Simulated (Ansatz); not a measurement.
C₂H₅FSe (`C[Se]CF`), 9 atoms. Charge 0, multiplicity 1. Correlated methods include outer-core shells of Se, which these sets cover unevenly. Scalar relativity is left out up to krypton. All runs use 4 threads of an Arm Neoverse V1 on a shared host. Correlated methods freeze the cores.

Task: How many basis functions does each run have, and how long does it take in Ansatz? RKS r2SCANh-D4/def2-TZVPP energy; RKS PBE0-D4/def2-TZVP relaxation (10 steps); RHF-CCSD(T)/def2-SVP energy; RKS PBE0-D4/def2-TZVP frequencies; RKS BHLYP-D4/def2-TZVPP energy; RKS ωB97X-V/def2-TZVPP energy; RKS ωB97M-V/def2-QZVPP energy; RKS ωB97M-V/def2-SVP energy; RHF-CCSD(T)/def2-TZVPP energy; direct RPA on PBE orbitals/def2-TZVPP energy; RKS PBE0-D4/def2-QZVPP energy; RKS B97M-V/def2-TZVPP energy. (An estimate is asked.)

Result: Computed: Other jobs shared the machine, so times are rough.

| level | job | functions | wall time | peak host memory (GiB) |
| --- | --- | --- | --- | --- |
| RKS BHLYP-D4/def2-TZVPP | energy | 211 | 2.8 s | 0.48 |
| RKS r2SCANh-D4/def2-TZVPP | energy | 211 | 4.3 s | 0.48 |
| direct RPA on PBE orbitals/def2-TZVPP | energy | 211 | 4.4 s | 0.45 |
| RKS ωB97M-V/def2-SVP | energy | 99 | 4.6 s | 0.45 |
| RHF-CCSD(T)/def2-SVP | energy | 99 | 6 s | 0.45 |
| RKS ωB97X-V/def2-TZVPP | energy | 211 | 7 s | 0.54 |
| RKS PBE0-D4/def2-QZVPP | energy | 410 | 7.5 s | 1.3 |
| RKS B97M-V/def2-TZVPP | energy | 211 | 9 s | 0.3 |
| RKS ωB97M-V/def2-QZVPP | energy | 410 | 18 s | 1.5 |
| RKS PBE0-D4/def2-TZVP | relaxation (10 steps) | 171 | 31 s | 0.39 |
| RKS PBE0-D4/def2-TZVP | frequencies | 171 | 110 s | 0.45 |
| RHF-CCSD(T)/def2-TZVPP | energy | 211 | 2.2 min | 3.1 |
